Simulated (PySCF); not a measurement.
CH5AlOSe, SMILES C[O][AlH][SeH]. Geometry: ωB97X-D3(BJ)/def2-SVP. The structure was generated by enumeration; whether it is a known compound was not checked. The values are those of a single conformer.

Computed equilibrium geometry at ωB97X-D3(BJ)/def2-SVP (PySCF confirms it by a frequency run) as a Z-matrix (one conformer of several):
```
O
C 1 1.3979
H 2 1.1042 1 110.41
H 2 1.1042 3 107.72 1 120.65
H 2 1.1072 3 107.78 4 116.04
Al 1 1.6926 2 137.98 3 -120.87
H 6 1.5711 1 119.27 2 179.93
Se 6 2.3044 7 123.03 1 -179.98
H 8 1.4670 6 91.70 7 -0.09
```
Charge 0, spin multiplicity 1.
